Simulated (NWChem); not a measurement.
System: SbBr₃; SMILES [Br][Sb]([Br])[Br]

The following NWChem deck was run.

```
start job
memory heap 200 mb stack 900 mb global 1100 mb
geometry units angstroms noautosym nocenter noautoz
  Sb     0.000000     0.000000     0.806783
  Br     0.807246    -2.056428    -0.403832
  Br     1.377296     1.727310    -0.403832
  Br    -2.184542     0.329118    -0.403832
end
basis spherical
  * library def2-svpd
end
ecp
  Sb library def2-ecp
end
dft
  xc xpbe96 cpbe96
  iterations 150
  vectors input atomic output neutral.movecs
end
task dft energy
charge 1
dft
  odft
  mult 2
  vectors input atomic output cation.movecs
end
task dft energy
charge -1
dft
  odft
  mult 2
  vectors input atomic output anion.movecs
end
task dft energy
```

Excerpt of the output:

```
             Northwest Computational Chemistry Package (NWChem) 7.3.0
             --------------------------------------------------------

                             Geometry "geometry" -> ""
                             -------------------------

 Output coordinates in angstroms (scale by  1.889725989 to convert to a.u.)

  No.       Tag          Charge          X              Y              Z
 ---- ---------------- ---------- -------------- -------------- --------------
    1 Sb                  51.0000     0.00000000     0.00000000     0.80678300
    2 Br                  35.0000     0.80724600    -2.05642800    -0.40383200
    3 Br                  35.0000     1.37729600     1.72731000    -0.40383200
    4 Br                  35.0000    -2.18454200     0.32911800    -0.40383200

 Effective nuclear repulsion energy (a.u.)    1633.1138742223

 Summary of "ao basis" -> "ao basis" (spherical)
 ------------------------------------------------------------------------------
       Tag                 Description            Shells   Functions and Types
 ---------------- ------------------------------  ------  ---------------------
 Sb                        def2-svpd                12       32   5s4p3d
 Br                        def2-svpd                15       41   6s5p4d

            General Information
            -------------------
          SCF calculation type: DFT
          Wavefunction type:  closed shell.
          No. of atoms     :     4
          No. of electrons :   128
           Alpha electrons :    64
            Beta electrons :    64
          Charge           :     0
          Spin multiplicity:     1
          Use of symmetry is: off; symmetry adaption is: off
          Maximum number of iterations: 150
          AO basis - number of functions:   155
                     number of shells:    57
          Convergence on energy requested:  1.00D-06
          Convergence on density requested:  1.00D-05
          Convergence on gradient requested:  5.00D-04

              XC Information
              --------------
          PerdewBurkeErnzerhof Exchange Functional  1.000
            Perdew 1991 LDA Correlation Functional  1.000 local
           PerdewBurkeErnz. Correlation Functional  1.000 non-local

             Grid Information
             ----------------
          Grid used for XC integration:  medium
          Radial quadrature: Mura-Knowles
          Angular quadrature: Lebedev.
          Tag              B.-S. Rad. Rad. Pts. Rad. Cut. Ang. Pts.
          ---              ---------- --------- --------- ---------
          Sb                  1.45      123          12.0       590
          Br                  1.15      112          14.0       590
          Grid pruning is: on
          Number of quadrature shells:   459
          Spatial weights used:  Erf1

      Superposition of Atomic Density Guess
      -------------------------------------

 Sum of atomic energies:       -7993.87335551

      Non-variational initial energy
      ------------------------------

 Total energy =   -7955.898582
 1-e energy   =  -13193.747932
 2-e energy   =    4222.316520
 HOMO         =      -0.294789
 LUMO         =      -0.018729

   convergence    iter        energy       DeltaE   RMS-Dens  Diis-err
 ---------------- ----- ----------------- --------- --------- ---------
 d= 0,ls=0.0,diis     1  -7960.6313158617 -8.98D+03  1.91D-02  1.10D+00
 d= 0,ls=0.0,diis     2  -7960.1154267927  5.16D-01  1.37D-02  4.04D+00
 d= 0,ls=0.0,diis     3  -7960.7441951841 -6.29D-01  3.05D-03  1.08D-01
 d= 0,ls=0.0,diis     4  -7960.7623079662 -1.81D-02  9.83D-04  1.15D-02
 d= 0,ls=0.0,diis     5  -7960.7643616591 -2.05D-03  2.43D-04  1.75D-03
  Resetting Diis
 d= 0,ls=0.0,diis     6  -7960.7646266534 -2.65D-04  2.83D-05  7.89D-06
 d= 0,ls=0.0,diis     7  -7960.7646279897 -1.34D-06  1.76D-05  6.69D-07
 d= 0,ls=0.0,diis     8  -7960.7646276525  3.37D-07  1.15D-05  2.71D-06
 d= 0,ls=0.0,diis     9  -7960.7646281045 -4.52D-07  1.57D-06  6.93D-08

         Total DFT energy =    -7960.764628104504
      One electron energy =   -13192.182083762167
           Coulomb energy =     4508.089864025845
    Exchange-Corr. energy =     -292.205237599820
 Nuclear repulsion energy =     1015.532829231636

 Numeric. integr. density =      128.000000495895

                       DFT Final Molecular Orbital Analysis
                       ------------------------------------

 Vector   62  Occ=2.000000D+00  E=-2.725194D-01
              MO Center=  7.2D-01, -1.3D-01, -3.4D-01, r^2= 5.9D+00
   Bfn.  Coefficient  Atom+Function         Bfn.  Coefficient  Atom+Function
  ----- ------------  ---------------      ----- ------------  ---------------
    49      0.298995  2 Br py                90      0.278906  3 Br py
    46      0.276129  2 Br py                50     -0.261360  2 Br pz
    87      0.258985  3 Br py                91      0.256770  3 Br pz
    47     -0.250831  2 Br pz                88      0.246427  3 Br pz
   131      0.184388  4 Br py                43     -0.181238  2 Br py

 Vector   63  Occ=2.000000D+00  E=-2.670077D-01
              MO Center=  2.4D-06,  6.0D-06, -3.8D-01, r^2= 6.4D+00
   Bfn.  Coefficient  Atom+Function         Bfn.  Coefficient  Atom+Function
  ----- ------------  ---------------      ----- ------------  ---------------
   131      0.341017  4 Br py                48     -0.321017  2 Br px
   128      0.321437  4 Br py                45     -0.302585  2 Br px
    89      0.269642  3 Br px                86      0.254160  3 Br px
    90     -0.215003  3 Br py               125     -0.210710  4 Br py
    87     -0.202658  3 Br py                42      0.198352  2 Br px

 Vector   64  Occ=2.000000D+00  E=-2.633064D-01
              MO Center=  2.2D-06, -6.8D-07, -5.7D-02, r^2= 6.2D+00
   Bfn.  Coefficient  Atom+Function         Bfn.  Coefficient  Atom+Function
  ----- ------------  ---------------      ----- ------------  ---------------
     3      0.328708  1 Sb s                 50     -0.315555  2 Br pz
    91     -0.315555  3 Br pz               132     -0.315554  4 Br pz
    47     -0.286056  2 Br pz                88     -0.286056  3 Br pz
   129     -0.286055  4 Br pz                 4      0.259603  1 Sb s
    14      0.231145  1 Sb pz                44      0.187699  2 Br pz

 Vector   65  Occ=0.000000D+00  E=-1.193860D-01
              MO Center= -2.5D-06,  3.0D-07,  2.8D-01, r^2= 5.8D+00
   Bfn.  Coefficient  Atom+Function         Bfn.  Coefficient  Atom+Function
  ----- ------------  ---------------      ----- ------------  ---------------
    14      0.528341  1 Sb pz                17      0.464305  1 Sb pz
     3     -0.453449  1 Sb s                  4     -0.391236  1 Sb s
   130      0.300118  4 Br px                49      0.282516  2 Br py
     5      0.250552  1 Sb s                 90     -0.237301  3 Br py
   127      0.214119  4 Br px                46      0.201560  2 Br py

 Vector   66  Occ=0.000000D+00  E=-1.116143D-01
              MO Center= -1.4D-01,  3.0D-02,  5.2D-01, r^2= 5.2D+00
   Bfn.  Coefficient  Atom+Function         Bfn.  Coefficient  Atom+Function
  ----- ------------  ---------------      ----- ------------  ---------------
    12      0.583162  1 Sb px                15      0.473264  1 Sb px
   132      0.235937  4 Br pz               130      0.221518  4 Br px
     9     -0.189057  1 Sb px               118      0.183877  4 Br s
   129      0.183452  4 Br pz               127      0.173251  4 Br px
    90      0.172005  3 Br py                 6     -0.150182  1 Sb px

 Vector   67  Occ=0.000000D+00  E=-1.116142D-01
              MO Center=  1.4D-01, -3.0D-02,  5.2D-01, r^2= 5.2D+00
   Bfn.  Coefficient  Atom+Function         Bfn.  Coefficient  Atom+Function
  ----- ------------  ---------------      ----- ------------  ---------------
    13      0.583162  1 Sb py                16      0.473265  1 Sb py
    50      0.208448  2 Br pz                91     -0.200208  3 Br pz
    10     -0.189057  1 Sb py                89      0.180684  3 Br px
    36      0.162453  2 Br s                 47      0.162077  2 Br pz
    49      0.159307  2 Br py                77     -0.156031  3 Br s

     Multipole analysis of the density
     ---------------------------------

     L   x y z        total         alpha         beta         nuclear
     -   - - -        -----         -----         ----         -------
     0   0 0 0     -0.000000    -64.000000    -64.000000    128.000000

     1   1 0 0     -0.000003     -0.000002     -0.000002     -0.000000
     1   0 1 0      0.000001      0.000000      0.000000      0.000000
     1   0 0 1      0.832435     22.947752     22.947752    -45.063069

     2   2 0 0    -61.632638   -488.320535   -488.320535    915.008432
     2   1 1 0     -0.000002     -0.000112     -0.000112      0.000223
     2   1 0 1     -0.000007     -0.000004     -0.000004      0.000000
     2   0 2 0    -61.632618   -488.320556   -488.320556    915.008493
     2   0 1 1      0.000003      0.000002      0.000002     -0.000000
     2   0 0 2    -57.861430    -86.235767    -86.235767    114.610104

                                 NWChem DFT Module
                                 -----------------

            General Information
            -------------------
          SCF calculation type: DFT
          Wavefunction type:  spin polarized.
          No. of atoms     :     4
          No. of electrons :   127
           Alpha electrons :    64
            Beta electrons :    63
          Charge           :     1
          Spin multiplicity:     2
          Use of symmetry is: off; symmetry adaption is: off
          Maximum number of iterations: 150
          AO basis - number of functions:   155
                     number of shells:    57
          Convergence on energy requested:  1.00D-06
          Convergence on density requested:  1.00D-05
          Convergence on gradient requested:  5.00D-04

[...]
```

Level: PBE/def2-SVPD with def2 effective core potentials on Sb, vertical spin-unrestricted ions. Coordinates come from a PBE0/def2-SVP optimisation. Not confirmed as a minimum by frequencies. def2 effective core potentials on Sb; no spin-orbit coupling.
